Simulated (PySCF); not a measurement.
How methods differ on the interval between two levels of I²⁺

I²⁺ [Kr] 4d10 5s2 5p3 [4S3/2, M_J = 3/2] → I²⁺ [Kr] 4d10 5s1 5p4 [4P5/2, M_J = 5/2], as a difference of total energies. Computed with PySCF 2.14 in x2c-TZVPall-2c with one added diffuse shell each of s, p, d, f type (9s10p6d3f, 90 functions), with the two-component X2C-1e Hamiltonian. Correlated levels: [Ar] 3d10 frozen; the 6 highest virtual spinors dropped. "Screened" scales the spin-orbit matrix elements by Boettger's factors to mimic the two-electron term; Breit and QED terms are absent.

```tsv
method	interval between two levels (cm⁻¹)
GHF (spin-free)	90569
GMP2 (spin-free)	92874
GHF (screened spin-orbit)	88155
GMP2 (screened spin-orbit)	90286
```

The labels give the starting determinants; with spin-orbit coupling the two ends relaxed to ⟨J²⟩ = 3.76, ⟨L²⟩ = 0.15, ⟨S²⟩ = 3.60 and ⟨J²⟩ = 8.77, ⟨L²⟩ = 2.10, ⟨S²⟩ = 3.73.
